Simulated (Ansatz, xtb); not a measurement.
**C8H16: which of two isomers lies lower**

We compare I, `CCC1CCCCC1`, a singlet, with II, `CC1(C)CCCCC1`, a singlet. Both are isolated molecules in the gas phase, relaxed with PBE0-D3(BJ)/def2-SVP, each in the lowest conformer that the search found.

I (Å):

```yaml
atoms:
  - { symbol: C, position_ang: [-3.0925, -1.9350, 0.5102] }
  - { symbol: C, position_ang: [-1.9195, -1.4848, -0.3471] }
  - { symbol: C, position_ang: [-0.7785, -0.8155, 0.4179] }
  - { symbol: C, position_ang: [0.2616, -0.2333, -0.5409] }
  - { symbol: C, position_ang: [1.4148, 0.4453, 0.1895] }
  - { symbol: C, position_ang: [2.0771, -0.5011, 1.1844] }
  - { symbol: C, position_ang: [1.0539, -1.0802, 2.1545] }
  - { symbol: C, position_ang: [-0.1004, -1.7535, 1.4191] }
  - { symbol: H, position_ang: [-2.8047, -2.7181, 1.2281] }
  - { symbol: H, position_ang: [-3.9045, -2.3445, -0.1096] }
  - { symbol: H, position_ang: [-3.5086, -1.0939, 1.0883] }
  - { symbol: H, position_ang: [-1.5127, -2.3479, -0.9055] }
  - { symbol: H, position_ang: [-2.2823, -0.7782, -1.1140] }
  - { symbol: H, position_ang: [-1.2087, 0.0292, 0.9931] }
  - { symbol: H, position_ang: [-0.2251, 0.4755, -1.2319] }
  - { symbol: H, position_ang: [0.6588, -1.0528, -1.1694] }
  - { symbol: H, position_ang: [1.0298, 1.3283, 0.7315] }
  - { symbol: H, position_ang: [2.1549, 0.8251, -0.5338] }
  - { symbol: H, position_ang: [2.8807, 0.0162, 1.7338] }
  - { symbol: H, position_ang: [2.5603, -1.3274, 0.6315] }
  - { symbol: H, position_ang: [0.6532, -0.2661, 2.7857] }
  - { symbol: H, position_ang: [1.5353, -1.7948, 2.8420] }
  - { symbol: H, position_ang: [-0.8347, -2.1347, 2.1466] }
  - { symbol: H, position_ang: [0.2795, -2.6360, 0.8699] }
```

II (Å):

```csv
atom,x (Å),y (Å),z (Å)
C,-1.9218,-0.2799,1.0769
C,-0.8773,-0.7835,0.0767
C,-1.4783,-0.7225,-1.3264
C,0.3861,0.0955,0.1241
C,1.1855,-0.0442,1.4154
C,1.5512,-1.4995,1.6862
C,0.3139,-2.3905,1.6867
C,-0.4803,-2.2371,0.3937
H,-1.5580,-0.2947,2.1144
H,-2.8304,-0.9020,1.0368
H,-2.2148,0.7565,0.8445
H,-2.3807,-1.3509,-1.3994
H,-0.7591,-1.0772,-2.0820
H,-1.7641,0.3083,-1.5913
H,0.1053,1.1495,-0.0441
H,1.0345,-0.1891,-0.7247
H,0.6024,0.3520,2.2651
H,2.0952,0.5755,1.3589
H,2.2448,-1.8482,0.8990
H,2.0947,-1.5910,2.6407
H,-0.3217,-2.1357,2.5527
H,0.6015,-3.4457,1.8239
H,-1.3864,-2.8667,0.4201
H,0.1331,-2.6162,-0.4441
```

Energies in hartree; the thermal terms are from GFN2-xTB frequencies at re-optimised GFN2-xTB minima (ideal gas, soft modes damped towards free rotors, one conformer each, 298.15 K, 1 atm) and include the zero-point energy:

|  | I | II |
| --- | --- | --- |
| E, PBE0-D4/def2-TZVP | −314.241754 | −314.243172 |
| zero-point energy | 0.224295 | 0.223831 |
| H(298 K) − E | 0.233755 | 0.233258 |
| G(298 K) − E | 0.191489 | 0.191849 |

**Question.** Work out ΔE, ΔE₀, ΔH and ΔG for I → II in kJ/mol (1 Eh = 2625.50 kJ/mol) and the equilibrium ratio [II]/[I].

**Answer.** 1. ΔE = −314.243172 − (−314.241754) = −0.001418 Eh = −3.72 kJ/mol.
2. ΔE₀ = ΔE + ΔZPE = −0.001418 + (−0.000464) Eh = −4.94 kJ/mol.
3. ΔH = ΔE + (−0.000497) Eh = −5.03 kJ/mol.
4. ΔG = ΔE + (+0.000360) Eh = −2.78 kJ/mol, so ΔS = (ΔH − ΔG)/T = −7.5 J/(mol K).
5. kT = 0.9442 mEh, so K = [II]/[I] = exp(−ΔG/kT) = exp(+1.12) ≈ 3.1.

The two are too close for this level to say which is favoured. An error of 4 kJ/mol in ΔG would change K by a factor of 5. Mirror images and further conformers aren't counted.

As drawn, both hold the same kinds of bond in the same numbers. Structure I has 1 methyl group, II 2.

Tabulated enthalpies of formation at 298 K (CRC Handbook of Chemistry and Physics) are −171.5 kJ/mol for I and −180.9 kJ/mol for II, so the tabulated ΔH is −9.40 kJ/mol and the calculation departs from it by +4.37 kJ/mol.

Other levels gave ΔE = −6.2 (GFN2-xTB); +5.0 (HF/STO-3G, GFN2-xTB geometries); −5.5 (r2SCAN-D4/def2-SVP, GFN2-xTB geometries); −2.9 (PBE0-D3(BJ)/def2-SVP) kJ/mol. Programs: Ansatz 0.2.0, xtb 6.7.1.
